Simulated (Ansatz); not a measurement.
Cost and result for the atomization energy of `[CH3][GaH]/[N]=C\[SiH3]` (13 atoms, 12 bonds).

Z-matrix (Å, degrees):
```
C
Ga 1 1.959
H 1 1.090 2 111.0
H 1 1.093 2 110.0 3 120.3
H 1 1.092 2 110.7 3 -121.1
N 2 1.827 1 116.5 3 2.2
H 2 1.561 1 128.4 3 172.2
C 6 1.252 2 151.1 1 -92.8
Si 8 1.900 6 123.7 2 -1.4
H 8 1.107 6 118.8 2 178.7
H 9 1.487 8 107.3 6 0.6
H 9 1.489 8 110.7 6 120.9
H 9 1.489 8 110.8 6 -119.7
```

Charge 0, multiplicity 1. Correlated methods include outer-core shells of Ga, which these sets cover unevenly. Scalar relativity is left out up to krypton. The structure was optimised at the PBE0-D4/def2-TZVP level. It is one conformer, not always the lowest. Program: Ansatz. All runs use 2 threads of an AMD EPYC 7R13 on a shared host and a share of an NVIDIA H100 80 GB. Times are those of one run each, without the atoms' runs, and a repeat can differ threefold. Electronic energies, without spin–orbit coupling; frozen cores. CCSD(T)/CBS adds CCSD(T) − MP2 in def2-TZVPP to the MP2 limit, and its time is that of the two runs behind it. T1 = 0.015. With those shells the extrapolation isn't a true limit. B3LYP takes the VWN-RPA correlation (the form of Gaussian; ORCA's B3LYP/G).

CCSD(T)/CBS is a level of theory with its own doubt, some kJ/mol a heavy atom from the limit and from the frozen cores, so smaller differences don't rank the functionals.

```
                             level  functions  wall time  atomization (kJ/mol)  difference from CCSD(T)/CBS  per bond
                PBE0-D4/def2-TZVPP        295      2.6 s                4352.5                        -16.3      -1.4
 B3LYP-D4/def2-TZVPP (with forces)        295      2.8 s                4368.2                         -0.6      -0.1
                 B2PLYP/def2-TZVPP        295      2.8 s                4317.4                        -51.4      -4.3
   PBE-D4/def2-TZVPP (with forces)        295      3.2 s                4419.9                         51.1       4.3
                ωB97X-V/def2-TZVPP        295      3.3 s                4384.9                         16.1       1.3
r2SCAN-D4/def2-TZVPP (with forces)        295      3.7 s                4367.2                         -1.6      -0.1
  ωB97M-V/def2-TZVPP (with forces)        295      3.8 s                4365.8                         -3.0      -0.3
                CCSD(T)/def2-TZVPP        295      5.5 s                4264.4                       -104.4      -8.7
                    MP2/def2-QZVPP        570        6 s                4354.9                        -13.9      -1.2
                 CCSD(T)/CBS(def2)          –       12 s                4368.8                          0.0       0.0
```

In def2-TZVPP, CCSD(T) changes the Hartree–Fock value by +1114.4 kJ/mol (the triples alone add +64.6 kJ/mol) and MP2 by +1142.7 kJ/mol; breaking electron pairs costs correlation energy, which Hartree–Fock lacks. The D4 term adds +45.7 kJ/mol with B3LYP and +24.3 kJ/mol with PBE0; it sums over pairs of atoms, weighted by their polarisabilities, and B3LYP, whose exchange is more repulsive, gets the larger term. From PBE to PBE0 (25 % exact exchange), in def2-TZVPP and without D4, the atomization energy moves by −63.3 kJ/mol: exact exchange takes away binding that semilocal exchange gives to molecules.
